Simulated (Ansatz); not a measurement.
BBrGeH$_{4}$, SMILES `[BH2][GeH2][Br]`. The species carries charge 0 and has multiplicity 1. All single points use the PBE0-D4/def2-TZVP geometry.

```xyz
7

B     0.829   -0.341    0.937
Ge   -0.607    0.211   -0.423
Br    0.268    0.323   -2.573
H     0.521   -0.429    2.088
H     1.949   -0.574    0.605
H    -1.768   -0.796   -0.497
H    -1.190    1.606   -0.137
```

(1) What is the dipole moment at B3LYP/def2-TZVPP? (Best estimate.)

(2) And with PBE, r2SCAN, ωB97M-V? (Estimate.)

(3) Give the Mulliken charges with B3LYP, ωB97M-V, PBE in def2-TZVPP. (Best estimate.)

## Answers

(1) Ansatz gave: 2.38 D, with components (-0.28, -0.29, 2.35) D in this frame, pointing from negative to positive charge.

(2) Computed: PBE 2.25 D, r2SCAN 2.38 D, ωB97M-V 2.44 D.

(3) Computed: 
| atom | B3LYP | ωB97M-V | PBE |
| --- | --- | --- | --- |
| B1 | -0.06 | -0.12 | -0.06 |
| Ge2 | 0.22 | 0.14 | 0.25 |
| Br3 | -0.32 | -0.30 | -0.31 |
| H4 | 0.07 | 0.10 | 0.05 |
| H5 | 0.08 | 0.11 | 0.06 |
| H6 | 0.01 | 0.03 | 0.01 |
| H7 | 0.01 | 0.03 | 0.01 |

B3LYP here is the variant with VWN-RPA as its local correlation; programs differ in this.
